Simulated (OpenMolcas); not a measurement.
**Lines of P I: computed and rescaled rates**

```yaml
Program: OpenMolcas
Method: "MS-RASPT2, IPEA 0.25 Eh, imaginary shift 0.1 Eh (closed shells correlated: 2s 2p 3s)"
Basis: ANO-RCC [8s7p5d4f2g]
Scalar_Hamiltonian: DKH2, point nucleus
Active_space: 3 electrons in 9 orbitals (RAS2 3p; RAS3 3d 4s, at most 1 electron)
State_averaging: 2S+1 = 4 odd, 1 root; 2S+1 = 2 odd, 8 roots; 2S+1 = 4 even, 18 roots; 2S+1 = 2 even, 18 roots
Spin-orbit_coupling: RASSI with atomic mean-field integrals over the reference wave functions, term energies averaged over their components
```

Rates come from the transition moments of the reference wave functions (E1 and E2 in the length form). At fixed line strength A goes as λ^-3 for E1 and M1 and as λ^-5 for E2, so a rate at the computed wavelength can be rescaled to the measured one. Measured vacuum wavelengths follow from level energies in NIST Handbook of Basic Atomic Spectroscopic Data. Branching counts decays inside the model space alone, at computed energies, and the table is only a selection of the E1 lines, drawn from those between levels with measured partners whose computed energy lies within a factor of 1.5 of the measured one.

```csv
Upper,Lower,Type,λ computed (nm),λ measured (nm),A computed (s-1),A rescaled (s-1),Branching %
3s2 3p2 4s 2P 1/2,3s2 3p3 2D* 3/2,E1,217.2,215,3.35e+08,3.45e+08,86.6
3s2 3p2 4s 2D 5/2,3s2 3p3 2D* 5/2,E1,188.5,185.9,3.11e+08,3.24e+08,84.8
3s2 3p2 4s 2P 3/2,3s2 3p3 2D* 5/2,E1,216,213.7,3.07e+08,3.17e+08,78.7
3s2 3p2 4s 2D 3/2,3s2 3p3 2D* 3/2,E1,188.5,185.9,3.04e+08,3.17e+08,83.3
3s2 3p2 4s 4P 5/2,3s2 3p3 4S* 3/2,E1,179,177.5,2.63e+08,2.70e+08,100.0
3s2 3p2 4s 4P 3/2,3s2 3p3 4S* 3/2,E1,179.7,178.3,2.58e+08,2.64e+08,99.8
3s2 3p2 4s 4P 1/2,3s2 3p3 4S* 3/2,E1,180.1,178.8,2.55e+08,2.61e+08,99.9
3s2 3p2 4s 2P 3/2,3s2 3p3 2P* 3/2,E1,281.9,253.6,4.60e+07,6.32e+07,11.8
3s2 3p2 4s 2P 1/2,3s2 3p3 2P* 1/2,E1,283.9,255.4,3.62e+07,4.97e+07,9.3
3s2 3p2 4s 2D 5/2,3s2 3p3 2P* 3/2,E1,236.8,215.5,3.17e+07,4.21e+07,8.6
3s2 3p2 4s 2P 3/2,3s2 3p3 2D* 3/2,E1,216,213.6,2.71e+07,2.80e+07,6.9
3s2 3p2 4s 2D 3/2,3s2 3p3 2D* 5/2,E1,188.5,185.9,2.69e+07,2.80e+07,7.4
3s2 3p2 4s 2D 3/2,3s2 3p3 2P* 1/2,E1,236.8,215.4,2.64e+07,3.51e+07,7.3
3s2 3p2 4s 2D 5/2,3s2 3p3 2D* 3/2,E1,188.5,185.9,2.41e+07,2.51e+07,6.6
3s2 3p2 4s 2P 1/2,3s2 3p3 2P* 3/2,E1,284,255.6,1.58e+07,2.17e+07,4.1
3s2 3p2 4s 2P 3/2,3s2 3p3 2P* 1/2,E1,281.9,253.5,9.73e+06,1.34e+07,2.5
3s2 3p2 4s 2D 3/2,3s2 3p3 2P* 3/2,E1,236.8,215.5,7.67e+06,1.02e+07,2.1
```

The largest correction is for 3s2 3p2 4s 2P 3/2 → 3s2 3p3 2P* 1/2 (E1): 9.73e+06 × (281.9 / 253.5)^3 = 1.34e+07 s-1, a factor of 1.38.

The computed rate and branching of 3s2 3p2 4s 4P 5/2 → 3s2 3p3 4S* 3/2 give the upper level a radiative lifetime of 1.000 / 2.63e+08 s-1 = 3.80e-09 s, counting decays inside the model space alone. The rescaled rate gives about 3.7e-09 s.

No measured rate stands beside these. Rescaling mends the energy factor alone: line strengths can still be far off where a level mixes with configurations outside the active space, and weak or spin-changing lines hang on small mixing coefficients that depend on the term gaps too, so rescaling need not improve them.

CASPT2 breaks the degeneracy within a term, and the mean is taken; among the terms shown or strongly mixed into the levels shown the widest spread is 580 cm-1 (3s2 3p3 2D*). Over all roots computed the reference weight is 0.89 to 0.96; the roots of lowest weight are the least certain, and an intruder state may touch them. ANO sets are built for valence states and can reach diffuse excited orbitals poorly, and with the s shell closed the s pⁿ⁺¹ terms that mix with these levels are absent. With the s shell closed, the reference lacks s² → p² mixing. Some terms miss by over 15 % even with CASPT2, which points to a basis or an active space too small for the shells correlated. Computed and measured levels are paired by configuration, term and J; levels that our copy of the source lacks, or whose pairing is in doubt (as where it misses far off the trend of its configuration), stay unpaired. Levels of configurations outside the active space are missing.

* marks odd parity.
